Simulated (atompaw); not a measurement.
# Cutoff test, strontium, PAW (atompaw)

atompaw 4.2.0.5 input, output lines left out:

```
Sr 38
GGA-PBE scalarrelativistic loggrid 1500 logderivrange -5 5 251
5 5 4 0 0 0
5 1 0
4 2 0
0 0 0
c
c
c
v
v
c
c
v
v
c
v
3
3.00 2.80 2.05 2.30
n
n
y
2.1
n
y
0.05
y
2.7
n
custom polynom2 7 10 vanderbiltortho sinc
4 0.5 ultrasoft
1.75
3.00
2.70
3.00
3.00
2.25
3.00
3.00
```

The pseudo-atom Hamiltonian at the reference potential is diagonalised in spherical Bessel functions j_l(qr) that vanish at 20 bohr, with q² up to the cutoff. All-electron valence levels (Ry): 4s -3.0061, 5s -0.2592, 4p -1.6774, 5p -0.0944, 4d -0.0942.

**Question.** How do the lowest levels (Ry) of each channel move with the cutoff, and are there ghosts?

**Answer.**

```csv
cutoff (Ry),s #1,s #2,s #3,p #1,p #2,p #3,d #1,f #1,f #2,Σ f·Δε (mRy)
8,-2.9896,-0.2590,0.0009,-1.6429,-0.0939,0.0442,-0.0875,0.0906,0.2001,240.4
10,-3.0028,-0.2591,0.0009,-1.6633,-0.0942,0.0442,-0.0904,0.0906,0.2001,91.4
15,-3.0060,-0.2591,0.0008,-1.6725,-0.0943,0.0441,-0.0929,0.0906,0.2001,29.4
18,-3.0061,-0.2591,0.0008,-1.6736,-0.0943,0.0441,-0.0932,0.0906,0.2001,22.9
21,-3.0061,-0.2591,0.0008,-1.6754,-0.0943,0.0441,-0.0937,0.0906,0.2001,12.3
30,-3.0061,-0.2592,0.0008,-1.6765,-0.0943,0.0441,-0.0939,0.0906,0.2001,5.5
35,-3.0061,-0.2592,0.0008,-1.6770,-0.0943,0.0441,-0.0941,0.0906,0.2001,2.4
40,-3.0061,-0.2592,0.0008,-1.6771,-0.0943,0.0441,-0.0941,0.0906,0.2001,1.8
45,-3.0061,-0.2592,0.0008,-1.6771,-0.0944,0.0441,-0.0941,0.0906,0.2001,1.6
55,-3.0061,-0.2592,0.0008,-1.6773,-0.0944,0.0441,-0.0941,0.0906,0.2001,0.7
60,-3.0061,-0.2592,0.0008,-1.6773,-0.0944,0.0441,-0.0941,0.0906,0.2001,0.6
400,-3.0061,-0.2592,0.0008,-1.6774,-0.0944,0.0441,-0.0942,0.0906,0.2001,0.0
```

Result: no extra level below or beside the all-electron valence levels (s, p, d, f tested); 10 mRy is reached at 25 Ry and 1 mRy at 50 Ry.
